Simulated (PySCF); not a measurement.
A calculated (LC-wPBE, PySCF 2.14, def2-QZVPPD, no relativity, point nucleus) atom or ion has these occupied shells.

```
shell  electrons  orbital energy (eV)  rms radius, mean of both spins (bohr)
 1s α          1              -9442.6                                 0.0592
 1s β          1              -9442.5                                 0.0592
 2s α          1              -1169.1                                  0.249
 2s β          1              -1168.4                                  0.249
 2p α          3              -1034.5                                  0.221
 2p β          3              -1033.9                                  0.221
 3s α          1              -160.77                                  0.739
 3s β          1              -159.32                                  0.739
 3p α          3              -117.80                                  0.774
 3p β          3              -116.29                                  0.774
 3d α          5              -44.553                                  0.937
 3d β          4              -43.144                                  0.937
 4s α          1              -29.379                                   2.29
```

Question: Name the element and its charge.

Answer: Zn(2+) (zinc, charge +2), in [Ar] 3d9 4s1, high-spin 3D determinant (an excited configuration).
